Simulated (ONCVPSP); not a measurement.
# What the settings do to the ONCV potential of lutetium

Base potential:

ONCVPSP 4.0.1 input, shortened (lines: element, Z, core and valence counts, functional; n l f; lmax; l rc ep ncon nbas qcut; lloc lpopt rc5 dvloc0; l nproj debl; icmod fcfact rcfact), PBEsol, scalar-relativistic:

```
  Lu 71.00    9    6  -116133      upf
    1    0    2.00
    2    0    2.00
    2    1    6.00
    3    0    2.00
    3    1    6.00
    3    2   10.00
    4    0    2.00
    4    1    6.00
    4    2   10.00
    4    3   14.00
    5    0    2.00
    5    1    6.00
    5    2    1.00
    6    0    1.75
    6    1    0.25
    3
    0    2.05    0.00    4    8    5.00
    1    2.10    0.00    4    7    6.40
    2    3.40    0.00    4    9    5.20
    3    0.60    0.00    5   10   16.60
    4    2    0.40   -1.00
    0    2    2.60
    1    2    1.30
    2    3    2.50
    3    2    1.00
    1    0.55    0.00
```

All-electron outer shells of the reference configuration (PBEsol, scalar-relativistic, ld1.x):

```csv
shell,level (eV),outermost node (bohr),outermost maximum (bohr)
4p,-358.19,0.25,0.47
4d,-192.14,0.23,0.48
5s,-61.47,0.57,1.04
5p,-32.06,0.61,1.19
4f,-10.03,–,0.47
6s,-4.90,1.41,3.04
5d,-2.05,0.68,1.84
6p,-1.50,1.73,4.26
```

Cutoffs, loose and tight: the cutoffs (Ha) at which the residual kinetic energy of the hardest occupied pseudo-wave falls to 1 and 0.1 mHa per electron. They do not see the model core or the augmentation charge, which bear on the density cutoff. Test errors are all-electron minus pseudo excitation energies from the reference, over the configurations 4f14 5s2 5p6 5d1 6s2 6p0; 4f14 5s2 5p6 5d1 6s1 6p0; 4f14 5s2 5p6 5d1 6s0 6p0; 4f14 5s2 5p6 5d1.5 6s1.5 6p0. A dash means not determined; rows that change the core or the reference have their own tests.

A true bound ghost makes a file unfit for plane-wave use even where its test errors are small: the radial tests pick states by their node count and pass the ghost by.

```csv
change,outcome,"cutoff, loose","cutoff, tight",bound ghosts,GHOST(+) flags above zero,largest test error (meV)
base,generated,1213 Ha,1410 Ha,"s, p, d","s, f",-9.4
d: debl 1.6,generated,1213 Ha,1410 Ha,"s, p, d","s, f",-8.6
"local potential polynomial inside 0.40 bohr (lpopt 2, dvloc0 -0.5 Ha)",generated,1213 Ha,1410 Ha,"s, p, d","s, f",-9.4
"core correction polynomial model core, fcfact 0.22",generated,1213 Ha,1410 Ha,"s, p, d","s, f",-9.4
s: qcut 3.7; p: qcut 4.7; d: qcut 3.8; f: qcut 12.2,generated,1252 Ha,1504 Ha,"s, p, d","s, f",-17
"all radii but the core radius scaled by about 0.82 (s 1.68, p 1.72, d 2.78, f 0.48 bohr); local potential polynomial inside 0.32 bohr (lpopt 2, dvloc0 -1 Ha)",generated,1903 Ha,2240 Ha,"s, p, d","d, f",-6.3
s: qcut 7.7,generated,1213 Ha,1410 Ha,"s, p, d","s, f",-8.6
f: nproj 0; local potential the f channel,generated,1213 Ha,1410 Ha,"s, p, d",none,-9.3
p: qcut 8.3,generated,1213 Ha,1410 Ha,"s, p, d","s, f",-9.5
p: rc 2.9,generated,1213 Ha,1410 Ha,"s, p, d","s, f",-9.5
"core correction Teter function fitted to the true core (icmod 2), fcfact 0.3",generated,1213 Ha,1410 Ha,"s, p, d","s, f",-9.3
```

(1) What comes out with this change to the base: functional LDA (Perdew-Zunger)?

Results:

(1) outcome: generated; cutoff, loose: 1214 Ha; cutoff, tight: 1409 Ha; bound ghosts: s, p, d; GHOST(+) flags above zero: s, f; largest test error (meV): -9.6.
